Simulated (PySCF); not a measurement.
Cr⁺: ionisation energy

Cr⁺ [Ar] 3d5 (6S) → Cr²⁺ [Ar] 3d4 (5D), as a difference of total energies. Computed with PySCF 2.14 in cc-pVTZ (7s6p4d2f1g, 68 functions), with the non-relativistic Hamiltonian (point nucleus). Correlated levels: valence: [Ar] frozen. The calculations carry no spin-orbit coupling.

```csv
method,ionisation energy (eV)
UHF,15.134
M06-L,16.461
PBE,17.269
MP2 (valence),16.103
SCS-MP2 (valence),15.457
```

How much does correlation contribute at MP2 (valence)?

16.103 − (15.134) = 0.969 eV, measured against UHF.

These non-relativistic numbers lack the scalar-relativistic shift.

The reference lies between the lowest fine-structure levels, while these numbers refer to the centres of the terms.

Errors of the correlated levels include the incompleteness of this basis and the frozen core.

For comparison: 16.486 eV (measured; NIST Atomic Spectra Database, ionization energies).
